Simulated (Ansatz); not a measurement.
Geometry optimisation, Ansatz 0.2.0, RKS PBE0/6-31G.

input.yaml

```yaml
crystal:
  periodic: [false, false, false]
  atoms:
    - { symbol: Al, position_ang: [0.0, 0.0, 0.0] }
    - { symbol: H, position_ang: [0.0, 0.0, 1.56] }
    - { symbol: O, position_ang: [1.5415, 0.0, -0.89] }
    - { symbol: Si, position_ang: [2.3874, -1.376, -1.352] }
    - { symbol: H, position_ang: [1.4599, -2.3514, -1.9176] }
    - { symbol: H, position_ang: [3.3882, -1.0195, -2.3535] }
    - { symbol: H, position_ang: [3.0504, -1.9546, -0.187] }
    - { symbol: O, position_ang: [-1.5415, 0.0, -0.89] }
    - { symbol: Si, position_ang: [-2.6907, -1.2238, -0.8267] }
    - { symbol: H, position_ang: [-2.2881, -2.2198, 0.162] }
    - { symbol: H, position_ang: [-3.9833, -0.6595, -0.4496] }
    - { symbol: H, position_ang: [-2.8007, -1.8572, -2.1376] }
basis:
  gaussian: { orbitals: "6-31G" }
hamiltonian:
  xc: pbe0
relax:
  f_tol: 0.02
  max_steps: 40
```

Launched with:

```bash
$ ansatz run input.yaml --threads 1 --pin off --max-ram 2048MiB --backend cpu --events-out ev --progress --plain --runs-dir out
```

Task: Where does it end, and by what steps?

Result: It converged. Limits of this set-up: no polarisation functions. After 10 steps the energy has fallen by 0.984 eV; H2 moved furthest, 1.12 Å.

```
step  energy less start (eV)  largest force component (eV/Å)  accepted
   0                  0.0000                           2.045       yes
   1                 -0.3470                           1.069       yes
   2                 -0.5112                           0.619       yes
   3                 -0.6515                           0.466       yes
   4                 -0.7790                           0.228       yes
   5                 -0.8786                           0.205       yes
   6                 -0.9487                           0.189       yes
   7                 -0.9805                           0.151       yes
   8                 -0.9835                           0.062       yes
   9                 -0.9843                           0.023       yes
  10                 -0.9844                           0.020       yes
```

```xyz
12
Properties=species:S:1:pos:R:3
Al 0.012 -0.097 0.149
H 0.172 1.056 1.229
O 1.402 -0.741 -0.593
Si 2.698 -1.461 -1.407
H 2.218 -2.599 -2.269
H 3.381 -0.447 -2.284
H 3.694 -1.996 -0.414
O -1.545 -0.655 -0.251
Si -3.033 -1.286 -0.747
H -3.356 -2.527 0.041
H -4.123 -0.272 -0.525
H -2.996 -1.638 -2.211
```

Whether the end is a true minimum wasn't checked by a vibrational analysis.

The run took 65 s on 1 thread of Arm Neoverse V1, with other jobs on the host, peak memory 0.16 GiB.
